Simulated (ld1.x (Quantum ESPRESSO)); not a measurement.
## Transferability test, PAW potential for O (Z = 8)

oxygen, PAW, made with ld1.x (Quantum ESPRESSO) 7.5 (PBEsol, scalar-relativistic). Core [He], reference 2s2 2p3 (charge +1). Waves: 2s (bound): rcut 0.70, rcutus 0.80 bohr; 2s channel at -2.6 Ry: rcut 0.70, rcutus 0.80 bohr; 2p (bound): rcut 1.20, rcutus 1.65 bohr; 2p channel at -1.4 Ry: rcut 1.20, rcutus 1.65 bohr. Local part: all-electron potential smoothed inside 0.75 bohr (lloc = -1). Core correction: a·sin(br)/r model core inside 0.45 bohr. Augmentation charge: BESSEL, radius 0.65 bohr.

Energies are relative to the spin-unpolarised reference configuration 2s2 2p3; without spin polarisation the order of configurations can differ from experiment. Not all tests gave a result: test run stopped at test 4 of 7 (negative rho).

```
valence configuration  charge  ΔE all-electron (eV)  error AE − PS (meV)
              2s2 2p4       0               -16.360                 +8.4
              2s2 2p2      +2                33.478                 +7.8
              2s2 2p1      +3                87.185                  +34
```

Levels in the configuration 2s2 2p2:

```tsv
level	all-electron (eV)	pseudo (eV)
2s	-58.131	-58.141
2p	-43.111	-43.095
```
